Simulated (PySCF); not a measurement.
Method: PBE-D3(BJ)/def2-TZVP // CAM-B3LYP-D3(BJ)/def2-TZVP (PySCF). Isolated molecules, 0 K electronic values unless said otherwise. One relaxed conformer stands for a flexible species; it need not be the lowest. Delta-SCF ions had no search for a lower state. Excitations are Tamm–Dancoff values on a coarser integration grid. The basis has no diffuse functions, so Rydberg states are missing or too high.

Reference species (SMILES): `[H]/B=C/C=B/[H]` (neutral, multiplicity 1).

```yaml
vertical ionisation energy (Delta-SCF): 7.44 eV
brightest of the four lowest singlets (TDA): 4.69 eV
LUMO: -2.43 eV
```

After one change: the vertical ionisation energy (Delta-SCF) rises by 2.68 eV; the brightest of the four lowest singlets (TDA) increases by 0.33 eV; the LUMO increases by 0.15 eV.

Name the change that produced these shifts. The new species is one of these.
A) `CB1B=C1`
B) `CC1=BB1`
C) `BC#CB`
D) `BC1=CB1`

D, `BC1=CB1`
